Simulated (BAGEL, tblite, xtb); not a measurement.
**How methods differ on C2HF3O2 (trifluoroacetic acid)**

C2HF3O2: 8 atoms, total charge 0, spin state singlet. As SMILES, `O=C(O)C(F)(F)F`. The coordinates come from a PBE0-D4/def2-TZVP relaxation. This is one conformer, not always the lowest.

```xyz
8

O     1.7014   -0.3094    0.2297
C     0.5115   -0.3500    0.2143
O    -0.2533   -1.3047    0.7299
C    -0.3714    0.7414   -0.4313
F     0.3822    1.6951   -0.9461
F    -1.1808    1.2800    0.4796
F    -1.1198    0.2168   -1.4007
H     0.3302   -1.9691    1.1245
```

Quantity: the dipole moment, in D. The values are calculated.

```
                                                  level            kind  program  value (D)   CPU time
                                              IPEA1-xTB  semi-empirical   tblite       2.88  under 2 s
                                               GFN2-xTB  semi-empirical      xtb       3.24  under 2 s
                                               GFN0-xTB  semi-empirical      xtb       3.35  under 2 s
                                               GFN1-xTB  semi-empirical      xtb       3.00  under 2 s
 HF/ANO-RCC-MB (DKH2, density fitting with tzvpp-jkfit)    Hartree–Fock    BAGEL       2.52      1.6 s
           HF/STO-3G (density fitting with qzvpp-jkfit)    Hartree–Fock    BAGEL       1.60     0.84 s
            HF/3-21G (density fitting with tzvpp-jkfit)    Hartree–Fock    BAGEL       2.43      1.8 s
          HF/6-31G (density fitting with cc-pv5z-jkfit)    Hartree–Fock    BAGEL       2.59      5.3 s
              HF/6-31G (density fitting with svp-jkfit)    Hartree–Fock    BAGEL       2.59        2 s
HF/ANO-RCC-VDZ (DKH2, density fitting with tzvpp-jkfit)    Hartree–Fock    BAGEL       2.74      1.8 s
```

The values span 1.60 to 3.35 D. Magnitudes only. Sets without polarisation functions give poor dipoles. Times are those of the runs behind each value, whatever else they computed, on shared processors of several kinds: orders of magnitude only.
